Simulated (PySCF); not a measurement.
Isomers of C7H14N2Si.

All values: PBE0/pcSseg-1 (PySCF) at GFN2-xTB geometries, gas phase, one conformer each.

(1) Rank by HOMO–LUMO gap, highest first.
A. `[CH3:1][c:2]1[cH:3][c:4]([CH3:5])[n:6]([SiH:7]([CH3:8])[CH3:9])[n:10]1` with C4–N6–Si7–C8 -70°
B. `[CH2:1]=[C:2]([SiH2:3][NH2:4])[N:5]([CH3:6])[CH2:7][C:8]#[C:9][CH3:10]` with C1–C2–Si3–N4 -132°, C2–Si3–N4–H 71° and -62°, C1–C2–N5–C6 6°, C2–N5–C7–C8 -116°
C. `[CH:1]#[C:2][Si@@H:3]1[NH:4][CH2:5][C@@H:6]([CH:7]([CH3:8])[CH3:9])[NH:10]1` with C5–C6–C7–C8 -59°, C2–Si3–N4–C5 -135°, Si3–N4–C5–C6 31°, N4–C5–C6–C7 -157°, C5–C6–N10–Si3 26°
D. `[CH2:1]=[CH:2]/[C:3]([CH3:4])=[N:5]\[C@H:6]([SiH3:7])/[CH:8]=[N:9]\[CH3:10]` with C1–C2–C3–C4 7°, C3–N5–C6–Si7 -100°, N5–C6–C8–N9 -159°
E. `n1cc([Si](C)(C)C)cn1C`
F. `[CH3:1][CH2:2][CH2:3][c:4]1[cH:5][n:6][cH:7][n:8]1[SiH2:9][CH3:10]` with C1–C2–C3–C4 179°, C2–C3–C4–C5 -88°, C7–N8–Si9–C10 -98°

(2) Rank by the lowest Hirshfeld charge on any atom, lowest value first.
A. `[N:1]#[C:2][SiH2:3][CH2:4][NH:5][CH2:6][CH:7]1[CH2:8][CH2:9][CH2:10]1` with C2–Si3–C4–N5 -83°, Si3–C4–N5–C6 72°, C4–N5–C6–C7 177°, N5–C6–C7–C8 -78°, C6–C7–C8–C9 -132°, C7–C8–C9–C10 12°, C8–C9–C10–C7 -12°, C6–C7–C10–C9 133°
B. `[CH3:1][C:2]#[C:3][CH2:4][Si@@:5]1([NH2:6])[CH2:7][CH2:8][N:9]1[CH3:10]` with C3–C4–Si5–N6 67°, C4–Si5–N6–H -178° and -31°
C. `[CH3:1][c:2]1[cH:3][c:4]([CH3:5])[n:6]([SiH:7]([CH3:8])[CH3:9])[n:10]1` with C4–N6–Si7–C8 -70°
D. `[CH:1]#[C:2][C@@H:3]1[CH2:4][NH:5][SiH2:6][N:7]1[CH2:8][CH2:9][CH3:10]` with Si6–N7–C8–C9 81°, N7–C8–C9–C10 -177°, C2–C3–C4–N5 -158°, C3–C4–N5–Si6 31°, C4–N5–Si6–N7 -14°, N5–Si6–N7–C8 -163°
E. `[CH3:1][CH2:2][c:3]1[c:4]([CH3:5])[n:6][n:7]([SiH3:8])[c:9]1[CH3:10]` with C1–C2–C3–C4 92°

(3) Rank by dipole moment, lowest first.
A. `[CH2:1]=[CH:2]/[C:3]([CH3:4])=[N:5]\[C@H:6]([SiH3:7])/[CH:8]=[N:9]\[CH3:10]` with C1–C2–C3–C4 7°, C3–N5–C6–Si7 -100°, N5–C6–C8–N9 -159°
B. `[N:1]#[C:2][SiH2:3][CH2:4][NH:5][CH2:6][CH:7]1[CH2:8][CH2:9][CH2:10]1` with C2–Si3–C4–N5 -83°, Si3–C4–N5–C6 72°, C4–N5–C6–C7 177°, N5–C6–C7–C8 -78°, C6–C7–C8–C9 -132°, C7–C8–C9–C10 12°, C8–C9–C10–C7 -12°, C6–C7–C10–C9 133°
C. `[CH:1]#[C:2][C@@H:3]1[CH2:4][NH:5][SiH2:6][N:7]1[CH2:8][CH2:9][CH3:10]` with Si6–N7–C8–C9 81°, N7–C8–C9–C10 -177°, C2–C3–C4–N5 -158°, C3–C4–N5–Si6 31°, C4–N5–Si6–N7 -14°, N5–Si6–N7–C8 -163°
D. `[CH3:1][CH2:2][CH2:3][c:4]1[cH:5][n:6][cH:7][n:8]1[SiH2:9][CH3:10]` with C1–C2–C3–C4 179°, C2–C3–C4–C5 -88°, C7–N8–Si9–C10 -98°
E. `[CH3:1][c:2]1[cH:3][c:4]([CH3:5])[n:6]([SiH:7]([CH3:8])[CH3:9])[n:10]1` with C4–N6–Si7–C8 -70°
F. `[H]/[N:1]=[CH:2]\[CH:3]=[C:4]1\[CH2:5][NH:6][CH2:7][CH2:8][SiH2:9][CH2:10]1` with N1–C2–C3–C4 179°, C3–C4–C5–N6 -76°, C4–C5–N6–C7 -69°, C5–N6–C7–C8 73°, N6–C7–C8–Si9 -81°

Results:

(1) E (7.41 eV), A (7.25 eV), F (6.69 eV), C (6.38 eV), B (6.10 eV), D (5.10 eV).

(2) B (-0.320 e), D (-0.255 e), C (-0.216 e), A (-0.203 e), E (-0.158 e).

(3) C (0.41 D), E (1.80 D), F (2.79 D), A (3.57 D), B (3.85 D), D (4.04 D).

All values together:

```json
{"SMILES": "CCCc1cncn1[SiH2]C", "μ (D)": "4.04", "HOMO (eV)": "-6.30", "LUMO (eV)": "0.38", "lowest IAO charge (e)": "-0.728 (C)", "highest IAO charge (e)": "+0.890 (Si)", "lowest Hirshfeld charge (e)": "-0.215 (N)", "highest Hirshfeld charge (e)": "+0.408 (Si)"}
{"SMILES": "[H]/N=C\\C=C1\\CNCC[SiH2]C1", "μ (D)": "2.79", "HOMO (eV)": "-6.42", "LUMO (eV)": "-1.23", "lowest IAO charge (e)": "-0.564 (C)", "highest IAO charge (e)": "+0.755 (Si)", "lowest Hirshfeld charge (e)": "-0.247 (N)", "highest Hirshfeld charge (e)": "+0.347 (Si)"}
{"SMILES": "C=C([SiH2]N)N(C)CC#CC", "μ (D)": "2.94", "HOMO (eV)": "-5.61", "LUMO (eV)": "0.49", "lowest IAO charge (e)": "-0.835 (N)", "highest IAO charge (e)": "+0.872 (Si)", "lowest Hirshfeld charge (e)": "-0.323 (N)", "highest Hirshfeld charge (e)": "+0.356 (Si)"}
{"SMILES": "Cc1cc(C)n([SiH](C)C)n1", "μ (D)": "1.80", "HOMO (eV)": "-6.64", "LUMO (eV)": "0.60", "lowest IAO charge (e)": "-0.730 (C)", "highest IAO charge (e)": "+1.046 (Si)", "lowest Hirshfeld charge (e)": "-0.216 (C)", "highest Hirshfeld charge (e)": "+0.426 (Si)"}
{"SMILES": "C#C[C@@H]1CN[SiH2]N1CCC", "μ (D)": "0.41", "HOMO (eV)": "-6.30", "LUMO (eV)": "0.44", "lowest IAO charge (e)": "-0.692 (N)", "highest IAO charge (e)": "+1.007 (Si)", "lowest Hirshfeld charge (e)": "-0.255 (N)", "highest Hirshfeld charge (e)": "+0.392 (Si)"}
{"SMILES": "C=C/C(C)=N\\[C@H]([SiH3])/C=N\\C", "μ (D)": "3.57", "HOMO (eV)": "-6.60", "LUMO (eV)": "-1.50", "lowest IAO charge (e)": "-0.438 (C)", "highest IAO charge (e)": "+0.619 (Si)", "lowest Hirshfeld charge (e)": "-0.166 (N)", "highest Hirshfeld charge (e)": "+0.316 (Si)"}
{"SMILES": "Cn1cc([Si](C)(C)C)cn1", "μ (D)": "2.36", "HOMO (eV)": "-6.88", "LUMO (eV)": "0.52", "lowest IAO charge (e)": "-0.722 (C)", "highest IAO charge (e)": "+1.075 (Si)", "lowest Hirshfeld charge (e)": "-0.219 (C)", "highest Hirshfeld charge (e)": "+0.406 (Si)"}
{"SMILES": "Cc1cnn([Si](C)(C)C)c1", "μ (D)": "2.07", "HOMO (eV)": "-6.65", "LUMO (eV)": "0.61", "lowest IAO charge (e)": "-0.732 (C)", "highest IAO charge (e)": "+1.190 (Si)", "lowest Hirshfeld charge (e)": "-0.218 (C)", "highest Hirshfeld charge (e)": "+0.459 (Si)"}
{"SMILES": "CC#CC[Si@@]1(N)CCN1C", "μ (D)": "1.27", "HOMO (eV)": "-5.88", "LUMO (eV)": "1.09", "lowest IAO charge (e)": "-0.842 (N)", "highest IAO charge (e)": "+1.246 (Si)", "lowest Hirshfeld charge (e)": "-0.320 (N)", "highest Hirshfeld charge (e)": "+0.444 (Si)"}
{"SMILES": "C#C[Si@@H]1NC[C@@H](C(C)C)N1", "μ (D)": "0.74", "HOMO (eV)": "-6.49", "LUMO (eV)": "-0.12", "lowest IAO charge (e)": "-0.692 (N)", "highest IAO charge (e)": "+1.149 (Si)", "lowest Hirshfeld charge (e)": "-0.251 (N)", "highest Hirshfeld charge (e)": "+0.426 (Si)"}
{"SMILES": "N#C[SiH2]CNCC1CCC1", "μ (D)": "3.85", "HOMO (eV)": "-6.72", "LUMO (eV)": "-0.29", "lowest IAO charge (e)": "-0.418 (C)", "highest IAO charge (e)": "+0.756 (Si)", "lowest Hirshfeld charge (e)": "-0.203 (N)", "highest Hirshfeld charge (e)": "+0.389 (Si)"}
{"SMILES": "CCc1c(C)nn([SiH3])c1C", "μ (D)": "2.04", "HOMO (eV)": "-6.48", "LUMO (eV)": "0.47", "lowest IAO charge (e)": "-0.437 (C)", "highest IAO charge (e)": "+0.756 (Si)", "lowest Hirshfeld charge (e)": "-0.158 (N)", "highest Hirshfeld charge (e)": "+0.374 (Si)"}
```

Conformers: `[CH3:1][CH2:2][CH2:3][c:4]1[cH:5][n:6][cH:7][n:8]1[SiH2:9][CH3:10]` with C1–C2–C3–C4 179°, C2–C3–C4–C5 -88°, C7–N8–Si9–C10 -98°; `[H]/[N:1]=[CH:2]\[CH:3]=[C:4]1\[CH2:5][NH:6][CH2:7][CH2:8][SiH2:9][CH2:10]1` with N1–C2–C3–C4 179°, C3–C4–C5–N6 -76°, C4–C5–N6–C7 -69°, C5–N6–C7–C8 73°, N6–C7–C8–Si9 -81°; `[CH2:1]=[C:2]([SiH2:3][NH2:4])[N:5]([CH3:6])[CH2:7][C:8]#[C:9][CH3:10]` with C1–C2–Si3–N4 -132°, C2–Si3–N4–H 71° and -62°, C1–C2–N5–C6 6°, C2–N5–C7–C8 -116°; `[CH3:1][c:2]1[cH:3][c:4]([CH3:5])[n:6]([SiH:7]([CH3:8])[CH3:9])[n:10]1` with C4–N6–Si7–C8 -70°; `[CH:1]#[C:2][C@@H:3]1[CH2:4][NH:5][SiH2:6][N:7]1[CH2:8][CH2:9][CH3:10]` with Si6–N7–C8–C9 81°, N7–C8–C9–C10 -177°, C2–C3–C4–N5 -158°, C3–C4–N5–Si6 31°, C4–N5–Si6–N7 -14°, N5–Si6–N7–C8 -163°; `[CH2:1]=[CH:2]/[C:3]([CH3:4])=[N:5]\[C@H:6]([SiH3:7])/[CH:8]=[N:9]\[CH3:10]` with C1–C2–C3–C4 7°, C3–N5–C6–Si7 -100°, N5–C6–C8–N9 -159°; `[CH3:1][C:2]#[C:3][CH2:4][Si@@:5]1([NH2:6])[CH2:7][CH2:8][N:9]1[CH3:10]` with C3–C4–Si5–N6 67°, C4–Si5–N6–H -178° and -31°; `[CH:1]#[C:2][Si@@H:3]1[NH:4][CH2:5][C@@H:6]([CH:7]([CH3:8])[CH3:9])[NH:10]1` with C5–C6–C7–C8 -59°, C2–Si3–N4–C5 -135°, Si3–N4–C5–C6 31°, N4–C5–C6–C7 -157°, C5–C6–N10–Si3 26°; `[N:1]#[C:2][SiH2:3][CH2:4][NH:5][CH2:6][CH:7]1[CH2:8][CH2:9][CH2:10]1` with C2–Si3–C4–N5 -83°, Si3–C4–N5–C6 72°, C4–N5–C6–C7 177°, N5–C6–C7–C8 -78°, C6–C7–C8–C9 -132°, C7–C8–C9–C10 12°, C8–C9–C10–C7 -12°, C6–C7–C10–C9 133°; `[CH3:1][CH2:2][c:3]1[c:4]([CH3:5])[n:6][n:7]([SiH3:8])[c:9]1[CH3:10]` with C1–C2–C3–C4 92°.
